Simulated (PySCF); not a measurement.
A structure optimised at PBE-D3(BJ)/def2-SVP, used in a PySCF frequency run:

```
Si
H 1 1.5015
C 1 1.8686 2 115.41
C 3 1.3579 1 105.59 2 115.38
H 3 1.0982 4 122.76 1 178.84
H 4 1.1034 3 124.58 5 -0.23
N 4 1.4413 6 114.43 3 179.85
C 7 1.2939 4 113.60 6 -179.41
H 8 1.1066 7 118.84 4 -179.75
Cl 1 2.0833 2 107.90 3 -130.20
```
Charge 0, spin multiplicity 1.

### Question
Write its SMILES and formula.

### Answer
Cl[Si@@H]1C=CN=C1, C3H4ClNSi

### Question
What are its rotational constants (standard atomic weights)?

### Answer
5.3108, 1.5681, 1.3812 GHz
